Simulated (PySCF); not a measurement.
# Computed structure and properties of [Yb(H2O)]3+

System: [Yb(H2O)]3+ (singlet in the valence; each metal's 4f electrons, 13 of them, lie in its core potential, out of spins and levels); start: template (C2v). Method: PySCF 2.14.0, RKS PBE0, Yb lcecp-1-SVP with ECP59, O def2-SVP, H def2-SVP; non-relativistic Hamiltonian with scalar-relativistic core potentials where named; density fitting; no spin-orbit coupling.

Input of the relaxation:

```python
mol = gto.M(atom='''
Yb     0.00000     0.00000    -0.23115
O      0.00000     0.00000     2.16635
H      0.77000    -0.00000     2.75635
H     -0.77000     0.00000     2.75635''',
    basis={'Yb': 'lcecp-1-SVP', 'O': 'def2-SVP', 'H': 'def2-SVP'},
    ecp={'Yb': 'lcecp-1-SVP'},
    charge=3, spin=0)
mf = dft.RKS(mol, xc='PBE0')
mf.grids.atom_grid = (50, 194)  # f atoms: unpruned, at least (60, 302)
mf = mf.density_fit()  # fitting sets: Yb AutoAux, O def2-universal-JKFIT, H def2-universal-JKFIT
mf.conv_tol = 1e-08; mf.max_cycle = 55
mf.kernel(dm0)  # dm0: converged density of the start geometry
# quasi-Newton relaxation in Cartesian coordinates to a largest gradient under 0.00045 Eh/bohr, steps kept in the point group
```

Run from Python with OMP_NUM_THREADS=2; the lines above give its settings. Where DIIS fails, smearing, a level shift and second-order steps follow.
It took 6 s on 2 threads of Arm Neoverse V2 (shared host), from the converged density of the start.

Course of the relaxation:

| step | energy above end (eV) | largest force component within the symmetry (eV/Å) |
| --- | --- | --- |
| 0 | 0.3961 | 3.467 |
| 1 | 0.1790 | 1.738 |
| 2 | 0.0286 | 1.610 |
| 3 | 0.0051 | 0.320 |
| 4 | 0.0006 | 0.092 |
| 5 | 0.0000 | 0.016 |
| 6 | 0.0000 | 0.001 |

Relaxed geometry (C2v):

```xyz
4

Yb    0.0000    0.0000   -0.0436
O     0.0000    0.0000    2.0760
H     0.7815    0.0000    2.7077
H    -0.7815    0.0000    2.7077
```

| contact | Å |
| --- | --- |
| Yb1–O2 (H2O) | 2.120 |

On the finer grid (75, 302):

| Property | Result |
| --- | --- |
| HOMO | -28.62 eV |
| LUMO | -20.83 eV |
| Dipole about the centre of mass | 3.54 D |
| Set of Mulliken populations of Yb1 outside the core potential | s 2.07, p 6.06, d 0.32, f 0.02 |
| D3(BJ) dispersion energy (not in the energies) | -0.059 eV |

```tsv
atom	Mulliken (e)	Löwdin (e)	spin (e)
Yb1	2.53	2.42	0.00
O2	-0.30	0.07	0.00
H3	0.38	0.26	0.00
H4	0.38	0.26	0.00
```

The 4f levels lie in the core potential and are missing. Their spin isn't counted.

On the grid (50, 194), as all that follows. Harmonic modes: a minimum; lowest 489 cm⁻¹ (negative: unstable), highest 3368 cm⁻¹, zero-point energy 0.641 eV.

Taking off one H2O (charge 0, singlet; the rest: singlet) in vacuum, both parts rigid, costs 5.53 eV; the small basis without counterpoise inflates it. Parting with an electron moved from the ligand to the metal can be far cheaper, even downhill.

Rigid scan of H2O along the line from its metal:

(distance to O2 (Å), energy (eV)): (1.82, 1.038), (1.92, 0.392), (2.02, 0.084), (2.12, 0.000), (2.22, 0.062), (2.32, 0.217), (2.52, 0.667)

One start shape was tried, so this needn't be the lowest isomer.

An lcecp potential fixes the number of 4f electrons, so in runs with it no electron can move into or out of that shell.
